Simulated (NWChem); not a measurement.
Species: SiHF cation, doublet; SMILES of the neutral closed-shell parent F[SiH]

```xyz
3

Si     0.0930     0.5592     0.0000
H     -1.2630     1.2541     0.0000
F     -0.0043    -1.0092     0.0000
```
Atoms are numbered in this order, from 1.

Results from NWChem. Spin-unrestricted. Medium grid unless said otherwise, to which SCAN and Minnesota functionals are sensitive. In the optimisation the excess spin sits in a' (Cs, its own frame). Geometry: optimised at PBE0/def2-SVP, spin-unrestricted. This spin state was assumed; another may lie lower. No stability test was run on the SCF state. B3LYP is NWChem's, with the RPA form of VWN correlation. Total energies of different functionals are on different scales.

```json
[
 {"level": "B3LYP/def2-TZVP", "energy (Ha)": "-389.6627", "highest occupied level (eV)": "-15.45", "lowest empty minus highest occupied level, either spin (eV)": "3.48", "<S²>": "0.755"},
 {"level": "PBE/def2-TZVP", "energy (Ha)": "-389.3983", "highest occupied level (eV)": "-14.38", "lowest empty minus highest occupied level, either spin (eV)": "1.88", "<S²>": "0.754"},
 {"level": "r2SCAN0/def2-TZVP", "energy (Ha)": "-389.5530", "highest occupied level (eV)": "-16.03", "lowest empty minus highest occupied level, either spin (eV)": "4.90", "<S²>": "0.760"},
 {"level": "r2SCAN/def2-TZVP", "energy (Ha)": "-389.5723", "highest occupied level (eV)": "-14.81", "lowest empty minus highest occupied level, either spin (eV)": "2.85", "<S²>": "0.758"},
 {"level": "BP86/def2-TZVP", "energy (Ha)": "-389.6652", "highest occupied level (eV)": "-14.46", "lowest empty minus highest occupied level, either spin (eV)": "[?]", "<S²>": "0.754"},
 {"level": "KT2/def2-TZVP", "energy (Ha)": "-393.4557", "highest occupied level (eV)": "-14.52", "lowest empty minus highest occupied level, either spin (eV)": "2.12", "<S²>": "0.755"},
 {"level": "PBE0/def2-TZVP", "energy (Ha)": "-389.4209", "highest occupied level (eV)": "-15.72", "lowest empty minus highest occupied level, either spin (eV)": "4.21", "<S²>": "0.756"},
 {"level": "BHandHLYP/def2-TZVP", "energy (Ha)": "-389.6089", "highest occupied level (eV)": "-16.91", "lowest empty minus highest occupied level, either spin (eV)": "6.24", "<S²>": "0.759"},
 {"level": "M05-2X/def2-TZVP", "energy (Ha)": "-389.6242", "highest occupied level (eV)": "-16.81", "lowest empty minus highest occupied level, either spin (eV)": "5.67", "<S²>": "0.755"}
]
```

### Question
Fill in the missing entries.

### Answer

- BP86/def2-TZVP, lowest empty minus highest occupied level, either spin (eV): 1.82
